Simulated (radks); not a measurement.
Results of a calculation; reference values are marked as such.
How relativity changes the ionisation of the iridium ion Ir2+ ([Xe] 4f14 5d7) to Ir3+ ([Xe] 4f14 5d6). Spin-unpolarised spherical Kohn-Sham, PBE, point nucleus unless stated (finite: rms radius 5.4032 fm), a radial shooting solver on a logarithmic mesh with Libxc functionals. A level marked "c x" has the speed of light scaled by that factor and shares open shells by 2j + 1; other Dirac levels either fill j = l - 1/2 first or share by 2j + 1.

[
 {"level": "non-rel.", "E(Ir2+) (hartree)": "-16808.9094", "E(Ir3+) (hartree)": "-16807.7557", "IE (eV)": "31.393", "HOMO": "5d", "<r> HOMO (bohr)": "1.596"},
 {"level": "scalar-rel.", "E(Ir2+) (hartree)": "-17826.5448", "E(Ir3+) (hartree)": "-17825.4224", "IE (eV)": "30.541", "HOMO": "5d", "<r> HOMO (bohr)": "1.623"},
 {"level": "scalar-rel., finite nucleus", "E(Ir2+) (hartree)": "-17823.0980", "E(Ir3+) (hartree)": "-17821.9756", "IE (eV)": "30.542", "HOMO": "5d", "<r> HOMO (bohr)": "1.623"},
 {"level": "Dirac, 2j+1 shares", "E(Ir2+) (hartree)": "-17857.0223", "E(Ir3+) (hartree)": "-17855.9001", "IE (eV)": "30.536", "HOMO": "5d5/2", "<r> HOMO (bohr)": "1.648"},
 {"level": "Dirac, low j first", "E(Ir2+) (hartree)": "-17857.0802", "E(Ir3+) (hartree)": "-17855.9852", "IE (eV)": "29.797", "HOMO": "5d5/2", "<r> HOMO (bohr)": "1.652"},
 {"level": "Dirac, 2j+1 shares, finite nucleus", "E(Ir2+) (hartree)": "-17853.5391", "E(Ir3+) (hartree)": "-17852.4169", "IE (eV)": "30.537", "HOMO": "5d5/2", "<r> HOMO (bohr)": "1.648"},
 {"level": "Dirac, c x 0.85", "E(Ir2+) (hartree)": "-18380.6462", "E(Ir3+) (hartree)": "-18379.5348", "IE (eV)": "30.244", "HOMO": "5d5/2", "<r> HOMO (bohr)": "1.670"},
 {"level": "Dirac, c x 1.25", "E(Ir2+) (hartree)": "-17436.8436", "E(Ir3+) (hartree)": "-17435.7107", "IE (eV)": "30.830", "HOMO": "5d5/2", "<r> HOMO (bohr)": "1.628"},
 {"level": "Dirac, c x 2", "E(Ir2+) (hartree)": "-17039.0022", "E(Ir3+) (hartree)": "-17037.8568", "IE (eV)": "31.168", "HOMO": "5d5/2", "<r> HOMO (bohr)": "1.608"}
]

NIST Atomic Spectra Database: 28 eV (theoretical). The relativistic part of the total energy of Ir2+ is -1045 hartree (Dirac, 2j+1 shares, finite nucleus), 6.2 % of the non-relativistic value. Spin polarisation and multiplet splitting of open shells are left out at every level.

Beside tabulated values, note that relativity, absent from the non-relativistic runs, is large for the heavy elements, and spin-unpolarised runs miss the spin-polarisation part of the exchange energy of open shells.
